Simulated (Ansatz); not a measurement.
A search over several starts for the lowest SCF solution of NbS₄ at the given spin, in a small basis.

```yaml
crystal:
  periodic: [false, false, false]
  atoms:
    - {symbol: Nb, position_ang: [-0.468291, 0.388948, 0.701502]}
    - {symbol: S, position_ang: [-0.944283, -1.295810, -0.892223]}
    - {symbol: S, position_ang: [1.809254, 0.299441, 0.061448]}
    - {symbol: S, position_ang: [-1.356727, 2.254063, 0.146869]}
    - {symbol: S, position_ang: [0.960057, -1.646641, -0.017595]}
basis:
  gaussian: {orbitals: def2-SVP, initial_orbitals: start.molden}
magnetization: {spin_polarized: true, initial_magnetization: 1}
hamiltonian: {xc: pbe, dispersion: d4}
output: {orbitals: {seedname: orbitals}}
```

The file start.molden holds the orbitals of an earlier run on this structure, at another level or in another basis.

```sh
$ ansatz run in.yaml --threads 4 --pin off --events-out ev --progress --plain --max-ram 4787MiB
```

Shortened log:

```
Functional definition: PBE
1097 factors; their error is unknown
mean field evaluation 1: about -44830.0021 eV, gradient 6.6e1 eV
mean field evaluation 2: about -44844.4648 eV, gradient 2.1e1 eV
mean field evaluation 4: about -44861.8217 eV, gradient 7.3e0 eV
mean field evaluation 8: about -44863.6591 eV, gradient 1.4e-1 eV
mean field evaluation 16: about -44857.9790 eV, gradient 2.8e1 eV
mean field evaluation 32: about -44862.6294 eV, gradient 1.5e0 eV
mean field -44863.58095238 eV, -1648.7061903726 hartree, gradient 2.4e-5 eV, S^2 0.759247; 7 other end points of the search recorded, 0 dependent functions left out
reference -44863.58100810 eV, -1648.7061924203 hartree; 39, 38 occupied and 64, 65 virtual orbitals, 1097 factors
Total energy: -44863.87812115 eV, -1648.7171111235 hartree
```

Run time 6.5 s (4 threads of Arm Neoverse V2 on a shared host).

In the def2 sets Nb takes a core potential; there is no spin–orbit coupling. The structure comes from a short search, and lower isomers may exist.
